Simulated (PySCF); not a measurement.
# Atomic charges by several schemes

Species: C5H12Si2.
Numbering: `[CH3:1][C@H:2]1[CH2:3][SiH2:4][CH:5]=[C:6]1[SiH3:7]` (hydrogens: H8, H9, H10 on C1; H11 on C2; H12, H13 on C3; H14, H15 on Si4; H16 on C5; H17, H18, H19 on Si7)

Cartesian coordinates in Å at the GFN2-xTB level; atoms count from 1:
```xyz
19
C5H12Si2 angstrom
C     -0.116    1.814   -0.322
C     -0.183    0.595    0.600
C     -1.632    0.098    0.744
Si    -1.834   -1.314   -0.516
C      0.031   -1.493   -0.609
C      0.676   -0.501    0.013
Si     2.552   -0.372    0.134
H     -0.512    1.558   -1.303
H     -0.702    2.635    0.086
H      0.912    2.150   -0.440
H      0.219    0.889    1.577
H     -1.783   -0.285    1.753
H     -2.332    0.921    0.616
H     -2.466   -0.898   -1.775
H     -2.534   -2.484    0.022
H      0.569   -2.297   -1.090
H      3.146   -1.677   -0.159
H      3.062    0.616   -0.825
H      2.917    0.055    1.488
```

Density: PBE0/pcSseg-1 (PySCF); schemes: Mulliken, IAO, Hirshfeld and ESP-fitted. One conformer (not necessarily the lowest) at the GFN2-xTB geometry, without solvent, vibrations or thermal averaging.

Atoms with like bonding are taken together and averaged. Do the Mulliken, IAO, Hirshfeld and ESP-fitted schemes agree on where the charge is lowest?

All schemes agree: Mulliken C3 (-0.453); IAO C3 (-0.541); Hirshfeld C3 (-0.160); ESP-fitted C3 (-0.565).

Do the Mulliken, IAO, Hirshfeld and ESP-fitted schemes agree on where the charge is highest?

All schemes agree: Mulliken Si4 (+0.675); IAO Si4 (+0.732); Hirshfeld Si4 (+0.332); ESP-fitted Si4 (+0.557).

Give the atomic charges in each scheme.

In e; atoms taken as equivalent share a row and are averaged (×n: the atom named and its like, n in all):

| atom | environment | Mulliken | IAO | Hirshfeld | ESP-fitted |
| --- | --- | --- | --- | --- | --- |
| C1 | methyl carbon | -0.213 | -0.409 | -0.116 | -0.541 |
| C2 | allylic carbon | -0.283 | -0.096 | -0.023 | +0.430 |
| C3 | sp3 carbon bound to silicon | -0.453 | -0.541 | -0.160 | -0.565 |
| Si4 | SiH2 silicon | +0.675 | +0.732 | +0.332 | +0.557 |
| C5 | alkene CH carbon | -0.310 | -0.425 | -0.144 | -0.422 |
| C6 | fully substituted alkene carbon | -0.395 | -0.234 | -0.072 | -0.125 |
| Si7 | SiH3 silicon | +0.550 | +0.588 | +0.307 | +0.323 |
| H8/H9/H10 | methyl hydrogen | +0.120 | +0.139 | +0.039 | +0.137 |
| H11 | methine hydrogen | +0.124 | +0.131 | +0.036 | -0.015 |
| H12 | methylene hydrogen | +0.147 | +0.151 | +0.038 | +0.131 |
| H13 | methylene hydrogen | +0.133 | +0.143 | +0.036 | +0.143 |
| H14 | Si–H hydrogen | -0.082 | -0.128 | -0.081 | -0.127 |
| H15 | Si–H hydrogen | -0.085 | -0.122 | -0.079 | -0.123 |
| H16 | vinylic hydrogen | +0.094 | +0.146 | +0.037 | +0.176 |
| H17/H18/H19 | Si–H hydrogen | -0.087 | -0.117 | -0.076 | -0.085 |

Mean size of the charges over all atoms: IAO 0.243 e, ESP-fitted 0.229 e, Mulliken 0.219 e, Hirshfeld 0.095 e. Each set sums to the total charge, 0, to within 0.001 e. The Hirshfeld scheme divides the density at each point in proportion to the densities of the neutral, spherically averaged free atoms. The Mulliken scheme gives each basis function's population to the atom it is centred on and halves the overlap population of two atoms between them.

How many electrons does the ESP-fitted scheme count on C5?

Z − q = 6 − (-0.422) = 6.422.

How closely do the schemes follow one another over all atoms?

Correlation coefficient and root-mean-square difference: IAO with Hirshfeld 0.97, 0.187 e; Mulliken with IAO 0.96, 0.084 e; Mulliken with Hirshfeld 0.94, 0.166 e; IAO with ESP-fitted 0.87, 0.151 e; Hirshfeld with ESP-fitted 0.81, 0.199 e; Mulliken with ESP-fitted 0.74, 0.207 e.

These values come from a run that also computed NMR shieldings. Hardware: an Intel Xeon at 2.70 GHz with one thread, shared host with 64 logical CPUs at a one-minute load of 61. Cost: 51 s of wall time, 0.79 GiB resident at most.
